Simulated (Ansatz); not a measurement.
C2H6O2Si, SMILES `CO[Si]OC`. Charge 0, multiplicity 1.

```tsv
atom	x (Å)	y (Å)	z (Å)
C1	1.1914	1.1661	-0.2608
O2	0.6834	0.6292	-1.4582
Si3	-0.5229	-0.3646	-1.9628
O4	-1.2423	-1.0188	-0.6392
C5	-1.0597	-1.0743	0.7550
H6	1.9266	0.4883	0.1821
H7	1.6882	2.1125	-0.4848
H8	0.4002	1.3543	0.4697
H9	-1.5139	-1.9936	1.1310
H10	-1.5497	-0.2253	1.2400
H11	-0.0012	-1.0738	1.0280
```

Task: What are the harmonic wavenumbers in cm⁻¹ at PBE0-D4/def2-TZVP (Ansatz, finite differences of forces, unscaled)? (Best estimate.)

Result: Computed: 68, 101, 113, 143, 179, 214, 425, 697, 729, 1144, 1157, 1173, 1174, 1197, 1211, 1473, 1478, 1482, 1496, 1502, 1506, 3032, 3036, 3105, 3108, 3115, 3118.

Task: Is this a minimum?

Result: Yes, all 27 modes are real.

Task: Give the ideal-gas thermochemistry at 298.15 K and 1 bar (rigid rotor, harmonic oscillator; point group C2, symmetry number 2).

Result: Zero-point energy 222.4 kJ/mol; H(298) − E = 244.6 kJ/mol; entropy 352.6 J/(mol·K), of which translation 165.0, rotation 104.9, vibration 82.8; G(298) − E = 139.4 kJ/mol. Modes under 100 cm⁻¹ are hindered rotations or soft bends, so the harmonic entropy is rough.
